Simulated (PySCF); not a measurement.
C5H4F2O, SMILES C(F)(F)=COC=C=C. Atoms are numbered in the order given.

```xyz
12

C     -3.1726    -0.0748    -0.8164
C     -2.1838    -0.7643    -0.3072
C     -1.2154    -1.4962     0.1967
O      0.0288    -1.0708     0.5538
C      0.2656     0.2651     0.4946
C      1.4535     0.7231     0.1083
F      1.7644     1.9971     0.1130
F      2.4531    -0.0192    -0.2900
H     -3.9122     0.4283    -0.1810
H     -3.3008     0.0285    -1.9011
H     -1.3360    -2.5656     0.3888
H     -0.5230     0.9569     0.8003
```
Charge 0, spin multiplicity 1.

Coordinates come from a PBE0-D3(BJ)/def2-SVP optimisation. This is a generated structure with no PubChem entry under its InChIKey; it may be hypothetical. The values are those of a single conformer.

Two levels are set side by side: PBE/pcSseg-1 (PySCF) and B3LYP/pcSseg-1 (PySCF). GIAO shifts against CFCl3 (¹⁹F), H2O (¹⁷O), TMS (¹H), TMS (¹³C) at the same level; non-relativistic, no solvent, atoms listed together averaged. Differences are taken from unrounded values.

| quantity | B3LYP |
|---|---|
| δ(¹³C) of C1 (ppm) | 101.1 |
| δ(¹³C) of C2 (ppm) | 221.1 |
| δ(¹³C) of C3 (ppm) | 130.3 |
| δ(¹⁷O) of O4 (ppm) | 102.0 |
| δ(¹³C) of C5 (ppm) | 111.9 |
| δ(¹³C) of C6 (ppm) | 168.9 |
| δ(¹H) of H9, H10 (ppm) | 6.15 |
| δ(¹H) of H11 (ppm) | 7.24 |
| δ(¹H) of H12 (ppm) | 5.97 |

Task: What does PBE give, and how far is it from B3LYP? (An estimate is asked for; the answer gives what the named calculation found.)

Result: 
```tsv
quantity	PBE	PBE minus B3LYP
δ(¹³C) of C1 (ppm)	101.1	0.0
δ(¹³C) of C2 (ppm)	217.1	-4.1
δ(¹³C) of C3 (ppm)	128.8	-1.5
δ(¹⁷O) of O4 (ppm)	116.1	14.2
δ(¹³C) of C5 (ppm)	108.9	-3.0
δ(¹³C) of C6 (ppm)	167.1	-1.8
δ(¹H) of H9, H10 (ppm)	6.26	0.10
δ(¹H) of H11 (ppm)	7.25	0.01
δ(¹H) of H12 (ppm)	5.91	-0.06
```

Rough cost on one machine, each run with all the roots and properties that it gave: B3LYP against PBE within a factor of 2.
